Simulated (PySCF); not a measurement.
C₂H₆N₂OSi, SMILES N[Si@@H]1COC=N1.

The structure is a stationary point at B3LYP-D3(BJ)/def2-SVP. The structure was generated by enumeration; whether it is a known compound was not checked. One conformer was computed; it need not be the lowest.

Level of theory: TDA-LC-ωPBE/def2-SVPD (PySCF).

Vertical excitations. The molecule is in vacuum.

Computed lowest excited states:
```json
[
 {"state": "S1", "energy (eV)": "5.66", "λ (nm)": "219", "f": "0.004", "main pairs": "HOMO→LUMO 34 %, HOMO→LUMO+1 27 %, HOMO→LUMO+2 6 %, HOMO−1→LUMO 5 %"},
 {"state": "S2", "energy (eV)": "7.16", "λ (nm)": "173", "f": "0.117", "main pairs": "HOMO−1→LUMO 42 %, HOMO−1→LUMO+1 20 %, HOMO→LUMO 18 %"},
 {"state": "S3", "energy (eV)": "7.44", "λ (nm)": "167", "f": "0.084", "main pairs": "HOMO−2→LUMO 38 %, HOMO→LUMO 15 %, HOMO→LUMO+2 14 %, HOMO−1→LUMO+1 8 %"},
 {"state": "S4", "energy (eV)": "7.84", "λ (nm)": "158", "f": "0.026", "main pairs": "HOMO→LUMO+1 36 %, HOMO−3→LUMO 12 %, HOMO→LUMO+3 9 %, HOMO−3→LUMO+1 9 %"},
 {"state": "S5", "energy (eV)": "7.98", "λ (nm)": "155", "f": "0.009", "main pairs": "HOMO→LUMO+3 16 %, HOMO−2→LUMO+1 15 %, HOMO−3→LUMO 14 %, HOMO→LUMO+2 13 %"},
 {"state": "S6", "energy (eV)": "8.05", "λ (nm)": "154", "f": "0.029", "main pairs": "HOMO−1→LUMO+1 41 %, HOMO−1→LUMO 16 %, HOMO−1→LUMO+3 15 %, HOMO−1→LUMO+2 7 %"},
 {"state": "S7", "energy (eV)": "8.38", "λ (nm)": "148", "f": "0.076", "main pairs": "HOMO→LUMO+2 32 %, HOMO→LUMO+3 22 %, HOMO→LUMO+6 11 %, HOMO→LUMO+1 7 %"},
 {"state": "S8", "energy (eV)": "8.58", "λ (nm)": "145", "f": "0.021", "main pairs": "HOMO−2→LUMO 20 %, HOMO→LUMO 7 %, HOMO→LUMO+4 7 %, HOMO→LUMO+2 6 %"},
 {"state": "S9", "energy (eV)": "8.80", "λ (nm)": "141", "f": "0.006", "main pairs": "HOMO−1→LUMO+2 16 %, HOMO−1→LUMO+3 14 %, HOMO−2→LUMO+3 9 %, HOMO−2→LUMO+1 8 %"},
 {"state": "S10", "energy (eV)": "8.83", "λ (nm)": "140", "f": "0.011", "main pairs": "HOMO→LUMO+5 18 %, HOMO→LUMO+4 12 %, HOMO−2→LUMO+4 10 %, HOMO→LUMO+10 8 %"},
 {"state": "T1", "energy (eV)": "4.99", "λ (nm)": "249", "f": "0", "main pairs": "HOMO−1→LUMO 30 %, HOMO−1→LUMO+1 29 %, HOMO−1→LUMO+2 8 %"},
 {"state": "T2", "energy (eV)": "5.10", "λ (nm)": "243", "f": "0", "main pairs": "HOMO→LUMO 29 %, HOMO→LUMO+1 26 %, HOMO→LUMO+2 7 %, HOMO−2→LUMO+1 6 %"},
 {"state": "T3", "energy (eV)": "6.90", "λ (nm)": "180", "f": "0", "main pairs": "HOMO−2→LUMO 35 %, HOMO→LUMO 28 %, HOMO→LUMO+2 10 %, HOMO−2→LUMO+2 5 %"},
 {"state": "T4", "energy (eV)": "7.49", "λ (nm)": "166", "f": "0", "main pairs": "HOMO→LUMO+1 21 %, HOMO−3→LUMO 14 %, HOMO→LUMO+3 10 %, HOMO−3→LUMO+1 10 %"}
]
```
Triplets are in the Tamm–Dancoff approximation.
